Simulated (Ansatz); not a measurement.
A nudged elastic band was laid between two geometries of Cl2Zn + H2 (5 atoms, charge 0, multiplicity 1).

The calculation used Ansatz 0.2.0, RKS B3LYP-D4/def2-TZVP.

| Item | Value |
| --- | --- |
| movable images | 7 |
| climbing image | yes |
| spring | 5.0 eV/Å² |
| optimiser | quadratic models (default) |
| start path | through a guess of the saddle point |
| force threshold | 0.05 eV/Å |
| iteration limit | 60 |
| end points | relaxed |

First end point:

```xyz
5
Properties=species:S:1:pos:R:3
Zn 0.434 0.000 0.249
Cl 0.963 0.000 2.283
Cl -0.003 0.000 -1.807
H -2.424 0.000 0.526
H -2.255 0.000 1.253
```

Last end point:

```xyz
5
Properties=species:S:1:pos:R:3
Zn -0.989 0.000 -0.650
Cl 0.163 0.000 2.131
Cl 0.932 0.000 -1.565
H -2.443 0.000 -0.189
H -0.947 0.000 2.777
```

(1) What changes between the two ends?

(2) What energy profile does the band end with?

(3) What is the geometry of the highest image?

(4) What are the harmonic wavenumbers there?

## Answers

(1) Bonds broken: Zn1–Cl2, H4–H5. Bonds formed: Zn1–H4, Cl2–H5. Cl2Zn + H2 becomes ClH + ClHZn.

(2) The run converged. The highest image is number 4 of 0 to 8, 1.55 eV above the first end and 0.63 eV above the last; the last end lies 0.92 eV above the first. A vibrational analysis at the climbing image gives one clearly imaginary mode, 1062i cm⁻¹: a first-order saddle point. The orbitals stay closed-shell, which can raise the energy where a bond breaks towards radicals; this wasn't checked here.

```json
{"image": "0", "path coordinate (Å)": "0.00", "energy (eV)": "0.00", "Zn1–Cl2 (Å)": "2.10", "H4–H5 (Å)": "0.75", "Zn1–H4 (Å)": "2.87"}
{"image": "1", "path coordinate (Å)": "0.49", "energy (eV)": "0.03", "Zn1–Cl2 (Å)": "2.11", "H4–H5 (Å)": "0.75", "Zn1–H4 (Å)": "2.70"}
{"image": "2", "path coordinate (Å)": "0.98", "energy (eV)": "0.24", "Zn1–Cl2 (Å)": "2.14", "H4–H5 (Å)": "0.75", "Zn1–H4 (Å)": "2.32"}
{"image": "3", "path coordinate (Å)": "1.47", "energy (eV)": "0.86", "Zn1–Cl2 (Å)": "2.25", "H4–H5 (Å)": "0.81", "Zn1–H4 (Å)": "1.93"}
{"image": "4", "path coordinate (Å)": "1.96", "energy (eV)": "1.55", "Zn1–Cl2 (Å)": "2.49", "H4–H5 (Å)": "1.09", "Zn1–H4 (Å)": "1.67"}
{"image": "5", "path coordinate (Å)": "2.45", "energy (eV)": "1.15", "Zn1–Cl2 (Å)": "2.85", "H4–H5 (Å)": "1.59", "Zn1–H4 (Å)": "1.55"}
{"image": "6", "path coordinate (Å)": "2.95", "energy (eV)": "0.98", "Zn1–Cl2 (Å)": "3.14", "H4–H5 (Å)": "2.14", "Zn1–H4 (Å)": "1.53"}
{"image": "7", "path coordinate (Å)": "3.44", "energy (eV)": "0.93", "Zn1–Cl2 (Å)": "3.05", "H4–H5 (Å)": "2.71", "Zn1–H4 (Å)": "1.53"}
{"image": "8", "path coordinate (Å)": "3.93", "energy (eV)": "0.92", "Zn1–Cl2 (Å)": "3.01", "H4–H5 (Å)": "3.32", "Zn1–H4 (Å)": "1.52"}
```

(3) 
```xyz
5
Properties=species:S:1:pos:R:3
Zn -0.632 0.000 -0.140
Cl 0.196 0.000 2.209
Cl 0.390 0.000 -1.989
H -1.999 0.000 0.817
H -1.241 0.000 1.606
```

(4) 1062i, 95, 234, 281, 415, 991, 1002, 1358, 1660 cm⁻¹.

The run took 110 s on 4 threads of Arm Neoverse V2, with other jobs on the host, peak memory 0.37 GiB.
